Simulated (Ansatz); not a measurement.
`BO[Si](C)(F)S`, relaxed with RKS PBE-D4/def2-SVP in Ansatz 0.2.0 from a rough embedded geometry. The force threshold is 0.03 eV/Å; the program also tests the step.

Charge 0, multiplicity 1.

Start:

```xyz
12

B     1.136   -0.952    1.619
O     1.193    0.423    1.119
Si    0.418    0.368   -0.388
C    -1.458    0.060   -0.257
F     1.051   -0.855   -1.373
S     0.688    2.230   -1.426
H     0.306   -1.318    2.311
H     2.109   -1.657    1.377
H    -1.925    0.032   -1.184
H    -1.859    0.836    0.455
H    -1.594   -0.947    0.304
H    -0.065    1.780   -2.557
```

| step | energy (eV) | largest force (eV/Å) | largest move (Å) |
| --- | --- | --- | --- |
| 1 | -25264.7765 | 4.484 | 0.000 |
| 2 | -25265.1931 | 2.169 | 0.184 |
| 3 | -25265.4347 | 1.466 | 0.129 |
| 4 | -25265.5953 | 0.771 | 0.200 |
| 5 | -25265.6832 | 0.321 | 0.200 |
| 6 | -25265.7369 | 0.466 | 0.197 |
| 7 | -25265.7725 | 1.084 | 0.195 |
| 8 | -25265.7905 | 0.904 | 0.195 |
| 9 | -25265.8551 | 0.291 | 0.200 |
| 10 | -25265.8780 | 0.258 | 0.181 |
| 11 | -25265.8796 | 0.419 | 0.199 |
| 12 | -25265.8824 | 0.302 | 0.200 |
| 13 | -25265.8887 | 0.178 | 0.099 |
| 14 | -25265.8906 | 0.055 | 0.030 |
| 15 | -25265.8909 | 0.047 | 0.019 |
| 16 | -25265.8913 | 0.021 | 0.012 |
| 17 (rejected) | -25265.8910 | 0.091 | 0.030 |
| 18 | -25265.8914 | 0.012 | 0.015 |

End:

```xyz
12

B     1.287   -0.807    1.722
O     1.425   -0.382    0.440
Si    0.322    0.081   -0.750
C    -1.460   -0.031   -0.225
F     0.550   -0.976   -1.976
S     0.985    2.038   -1.299
H     0.176   -0.905    2.228
H     2.301   -1.080    2.340
H    -2.128    0.289   -1.049
H    -1.656    0.613    0.655
H    -1.716   -1.077    0.039
H    -0.084    2.238   -2.123
```

It took 51 s on 2 threads of an AMD EPYC 7R13 on a shared host, with 0.28 GiB of host memory at the peak.
